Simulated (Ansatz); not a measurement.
Start from `BO[Si](B)(S)Cl` and change one atom or group to get `BO[SiH](S)Cl`.

Ansatz, PBE0-D4/def2-TZVP geometries, multiplicity 1. Each molecule was computed in one conformer, which needn't be the lowest. `BO[Si](B)(S)Cl` holds a close contact that its SMILES doesn't draw: S···B 2.10 Å.

```csv
property,`BO[Si](B)(S)Cl`
LUMO energy (PBE0/def2-TZVPP) / eV,-1.23
size of the dipole moment (ωB97M-V/def2-TZVPP) / D,1.47
HOMO–LUMO gap (PBE0/def2-TZVPP) / eV,6.29
size of the dipole moment (B3LYP/def2-TZVPP) / D,1.46
LUMO energy (PBE/def2-TZVPP) / eV,-2.24
HOMO energy (B3LYP/def2-TZVPP) / eV,-7.33
```

(1) What does the change do to each property? (Best estimate.)

Results:

(1) Computed: 
```json
{"property": "LUMO energy (PBE0/def2-TZVPP) / eV", "`BO[SiH](S)Cl`": "-0.90", "shift": "0.33"}
{"property": "size of the dipole moment (ωB97M-V/def2-TZVPP) / D", "`BO[SiH](S)Cl`": "1.05", "shift": "-0.42"}
{"property": "HOMO–LUMO gap (PBE0/def2-TZVPP) / eV", "`BO[SiH](S)Cl`": "7.10", "shift": "0.81"}
{"property": "size of the dipole moment (B3LYP/def2-TZVPP) / D", "`BO[SiH](S)Cl`": "1.06", "shift": "-0.40"}
{"property": "LUMO energy (PBE/def2-TZVPP) / eV", "`BO[SiH](S)Cl`": "-1.93", "shift": "0.31"}
{"property": "HOMO energy (B3LYP/def2-TZVPP) / eV", "`BO[SiH](S)Cl`": "-7.73", "shift": "-0.40"}
```

With PBE0 the HOMO falls by 0.47 eV and the LUMO rises by 0.33 eV, so the gap widens by about 0.80 eV. PBE moves the HOMO by -0.31 eV and ωB97M-V by -0.63 eV. Dipoles are sizes alone; their direction can turn.

Positive LUMOs are unbound, so they and the gaps depend on the basis.

B3LYP here is the variant with VWN-RPA as its local correlation; programs differ in this.
